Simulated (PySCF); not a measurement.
Compounds:
1. SMILES C[SiH](C)NN, C2H10N2Si
2. SMILES C(/C)=P/CC(C)=O, C5H9OP
3. `InChI=1S/C6H7F3Si/c1-2-10-4-3-5(10)6(7,8)9/h1,5,10H,3-4H2/t5-,10-/m1/s1`
4. SMILES [SiH2]1C=C(C)C=C1C(F)(F)F, C6H7F3Si
5. `C/C=C(/C=C)OC`, C6H10O
6. `C[Si](C)(N)N`, C2H10N2Si
7. `InChI=1S/C5H9NO2Si/c1-4(6-3)8-9-5(2)7/h1,3,9H2,2H3`

Theory: NMR shieldings at PBE0/pcSseg-1/GIAO, structure optimised with GFN2-xTB, in PySCF 2.14.0 with density-fitted response routines (non-relativistic Hamiltonian, one conformer, gas phase, one averaged value for each set of equivalent atoms).

δ = σ(ref) − σ, references computed at the same level: ¹H (σref 31.72) and ¹³C (σref 186.93) vs TMS. Shifts are as computed. Against solution values, carbons near 30 ppm lie about +3 ppm off and those near 130 ppm about +5 ppm. Of 1211 compounds with measured shifts, 218 miss one by over three times the rms of a fit or turn the order of signals round; such compounds aren't used in these exercises. OH and NH positions are gas-phase values without hydrogen bonding to other molecules.

**Question.** Which show a ¹³C signal below 10 ppm?

**Answer.** 1 (-3.5: methyl carbon bonded to Si); 6 (2.7: methyl carbon bonded to Si).

**Question.** Which show a ¹H signal between 3 and 4.5 ppm from a carbon-bound hydrogen?

**Answer.** 2 (3.40: hydrogen on an sp3 CH2 bonded to P, α to a carbonyl); 5 (3.69: hydrogen on a methyl carbon bonded to O); 7 (4.12, 4.11: hydrogen on a β carbon of an enol-ether or enamine type C=C).

**Question.** Which show a ¹H signal below 0.7 ppm from a carbon-bound hydrogen?

**Answer.** 1 (0.07: hydrogen on a methyl carbon bonded to Si); 6 (-0.06: hydrogen on a methyl carbon bonded to Si).

**Question.** Which give exactly 5 ¹³C signals?

**Answer.** 2 (δ 209.0, 206.0, 47.8, 33.1, 20.2); 7 (δ 245.9, 168.4, 157.4, 81.1, 40.2).
